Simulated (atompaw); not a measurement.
## Reading a pseudo-wave (Pr (Z = 59))

Columns: radius, all-electron u(r) and pseudo u(r) of the 4f shell (level -1.25 eV) of praseodymium in the configuration [Kr] 4d10 4f3 5s2 5p6 5d0 6s2 6p0; PBE, scalar-relativistic, PAW (atompaw) scheme, atompaw 4.2.0.5.

```csv
r (bohr),all-electron,pseudo
0.115,0.0636,0.0026
0.231,0.3177,0.0377
0.346,0.5958,0.1544
0.462,0.7938,0.3667
0.577,0.8945,0.6132
0.692,0.9215,0.8035
0.808,0.9027,0.8804
0.923,0.8593,0.8602
1.038,0.8049,0.8049
1.154,0.7466,0.7466
1.269,0.6894,0.6894
1.385,0.6342,0.6342
1.500,0.5827,0.5827
1.615,0.5349,0.5349
1.731,0.4904,0.4904
1.846,0.4499,0.4499
1.962,0.4126,0.4126
2.077,0.3791,0.3791
2.192,0.3486,0.3486
2.308,0.3207,0.3207
2.423,0.2957,0.2957
2.538,0.2731,0.2731
2.654,0.2525,0.2525
2.769,0.2340,0.2340
2.885,0.2172,0.2172
3.000,0.2020,0.2020
```

**Question.** How many radial nodes do the two functions have?

**Answer.** The all-electron 4f function has n − l − 1 = 0; the pseudo-wave has 0.

**Question.** At about which radius was the pseudo-wave matched?

**Answer.** 1.05 bohr, where the columns begin to agree (steps of 0.12 bohr).

**Question.** Is the pseudo-wave norm-conserving?

**Answer.** No, it belongs to a PAW set: the norm inside the radius is not constrained, and the difference is carried by the augmentation charge.
